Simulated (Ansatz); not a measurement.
Isolated molecules relaxed with PBE0-D4/def2-TZVP in Ansatz; ΔE leaves out vibrations. CCSD(T)/CBS is the MP2 limit (def2-TZVPP, def2-QZVPP) plus CCSD(T) − MP2 in def2-TZVPP, frozen cores. This one scheme is used for every species. DFT in def2-TZVPP. For Ga outer-core shells are correlated without core-valence functions, which leaves a few kJ/mol of doubt a bond. Scalar relativity is left out up to krypton. One conformer a species, not always the lowest.

`C[BH][GaH2]` + `PP` → `P[PH][GaH2]` + `BC`  (cleavage of the Ga–B bond)

```json
{"level": "B97M-V", "ΔE (eV)": "-0.68"}
{"level": "r2SCANh-D4", "ΔE (eV)": "-0.74"}
{"level": "PBE-QIDH", "ΔE (eV)": "-0.75"}
{"level": "BLYP", "ΔE (eV)": "-0.50"}
```

(1) What does CCSD(T)/CBS give? (Best estimate.)

Largest T1 diagnostic among the species: 0.014.

Answers

(1) Computed: -0.71 eV. The listed levels differ from it by 0.03, -0.03, -0.04, 0.21 eV.

At CCSD(T), def2-SVP lies +0.12 eV from the extrapolated value and def2-TZVPP +0.03 eV. The D4 term adds −0.07 eV with B3LYP and −0.04 eV with PBE0; it sums over pairs of atoms, weighted by their polarisabilities, and B3LYP, whose exchange is more repulsive, gets the larger term.

B3LYP here is the variant with VWN-RPA as its local correlation; programs differ in this.
